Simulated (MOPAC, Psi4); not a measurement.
Conformational energy of SMILES [SeH][SiH2][SiH2]C. Scanned: dihedral C1–Si2–Si3–Se4; all other coordinates were relaxed at GFN2-xTB. GFN2-xTB can order the conformers of Si and Ge chains otherwise than DFT does. Points at φ and −φ are mirror images. Heavy atoms are numbered in the order of the SMILES C[SiH2][SiH2][SeH], hydrogens after them in the order of the atoms that carry them; the mirror image has the same energies with the sign of each dihedral reversed.

PBE0-D3(BJ)/def2-TZVP // GFN2-xTB (Psi4); PM7, restricted, heats of formation // GFN2-xTB (MOPAC); PBE-D3(BJ)/def2-TZVP // GFN2-xTB (Psi4).

Energies in kcal/mol, each method relative to its own lowest point.

```json
[
 {"φ / °": "-160", "PBE0-D3(BJ)/def2-TZVP": "0.71", "PM7": "0.29", "PBE-D3(BJ)/def2-TZVP": "0.70"},
 {"φ / °": "-140", "PBE0-D3(BJ)/def2-TZVP": "0.86", "PM7": "0.58", "PBE-D3(BJ)/def2-TZVP": "0.82"},
 {"φ / °": "-120", "PBE0-D3(BJ)/def2-TZVP": "0.87", "PM7": "0.74", "PBE-D3(BJ)/def2-TZVP": "0.82"},
 {"φ / °": "-100", "PBE0-D3(BJ)/def2-TZVP": "0.64", "PM7": "0.59", "PBE-D3(BJ)/def2-TZVP": "0.61"},
 {"φ / °": "-80", "PBE0-D3(BJ)/def2-TZVP": "0.26", "PM7": "0.25", "PBE-D3(BJ)/def2-TZVP": "0.25"},
 {"φ / °": "-60", "PBE0-D3(BJ)/def2-TZVP": "0.00", "PM7": "0.00", "PBE-D3(BJ)/def2-TZVP": "0.00"},
 {"φ / °": "-40", "PBE0-D3(BJ)/def2-TZVP": "0.05", "PM7": "0.08", "PBE-D3(BJ)/def2-TZVP": "0.05"},
 {"φ / °": "-20", "PBE0-D3(BJ)/def2-TZVP": "0.25", "PM7": "0.31", "PBE-D3(BJ)/def2-TZVP": "0.26"},
 {"φ / °": "0", "PBE0-D3(BJ)/def2-TZVP": "0.29", "PM7": "0.37", "PBE-D3(BJ)/def2-TZVP": "0.31"},
 {"φ / °": "20", "PBE0-D3(BJ)/def2-TZVP": "0.25", "PM7": "0.31", "PBE-D3(BJ)/def2-TZVP": "0.26"},
 {"φ / °": "40", "PBE0-D3(BJ)/def2-TZVP": "0.05", "PM7": "0.08", "PBE-D3(BJ)/def2-TZVP": "0.05"},
 {"φ / °": "60", "PBE0-D3(BJ)/def2-TZVP": "0.00", "PM7": "0.00", "PBE-D3(BJ)/def2-TZVP": "0.00"},
 {"φ / °": "80", "PBE0-D3(BJ)/def2-TZVP": "0.26", "PM7": "0.25", "PBE-D3(BJ)/def2-TZVP": "0.25"},
 {"φ / °": "100", "PBE0-D3(BJ)/def2-TZVP": "0.64", "PM7": "0.59", "PBE-D3(BJ)/def2-TZVP": "0.61"},
 {"φ / °": "120", "PBE0-D3(BJ)/def2-TZVP": "0.87", "PM7": "0.74", "PBE-D3(BJ)/def2-TZVP": "0.82"},
 {"φ / °": "140", "PBE0-D3(BJ)/def2-TZVP": "0.86", "PM7": "0.58", "PBE-D3(BJ)/def2-TZVP": "0.82"},
 {"φ / °": "160", "PBE0-D3(BJ)/def2-TZVP": "0.71", "PM7": "0.29", "PBE-D3(BJ)/def2-TZVP": "0.70"},
 {"φ / °": "180", "PBE0-D3(BJ)/def2-TZVP": "0.69", "PM7": "0.15", "PBE-D3(BJ)/def2-TZVP": "0.68"}
]
```
